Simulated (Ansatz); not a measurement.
Species: sum formula VO2F, charge 0, multiplicity 1. 
Structure (B3LYP-D3(BJ)/def2-TZVP (Ansatz, a quantum-chemistry and plane-wave program) minimum search):
SMILES: [O]=[V](=[O])[F]
```xyz
4

V      0.0264    -0.0518    -0.1577
O     -1.2654    -0.9543    -0.0014
O     -0.3579     1.4112    -0.6262
F      1.3754    -0.2739     0.9609
```
Charge 0, spin multiplicity 1.

Property: atomisation energy (electronic, to ground-state atoms), in kcal/mol. Correlated levels leave the core frozen unless marked. Open shells are spin-unrestricted. Spin-orbit coupling is left out. Frozen are the shells of the preceding noble gas and the d and f shells that filled before the atom's block. No relativistic terms. The coupled-cluster limit lacks core correlation, which all-electron functionals hold. CBS(X,Y): correlation extrapolated as X^-3; Hartree-Fock from the larger set. The bracket is a focal-point correction in the basis named. The program attaches cautions to a run behind HF/STO-3G: large difference. The program attaches cautions to a run behind HF/6-31G: large difference. The program attaches cautions to a run behind HF/def2-SVP: large difference. The program attaches cautions to a run behind SCS-MP2/def2-TZVPP: large difference. The program attaches cautions to a run behind RI-MP2/CBS(def2-TZVPPD,def2-QZVPPD)+[CCSD(T)-MP2]/def2-TZVPPD: large difference.

| level | program | atomisation energy (kcal/mol) | minus last row |
|---|---|---|---|
| HF/STO-3G | Ansatz | 205.6 | -200.4 |
| HF/6-31G | Ansatz | 61.9 | -344.1 |
| HF/def2-SVP | Ansatz | 95.9 | -310.1 |
| PBE0/def2-TZVP | Ansatz | 397.9 | -8.1 |
| PBE0/def2-QZVPP | Ansatz | 400.2 | -5.8 |
| SCS-MP2/def2-TZVPP | Ansatz | 436.3 | 30.3 |
| RI-MP2/CBS(def2-TZVPPD,def2-QZVPPD)+[CCSD(T)-MP2]/def2-TZVPPD | Ansatz | 406.0 | 0.0 |

The Hartree-Fock reference is unstable (checked in the largest basis), which strains HF and MP2. The T1 diagnostic of CCSD in the largest basis is 0.041, which is high, so the coupled-cluster rows are less sure than usual.
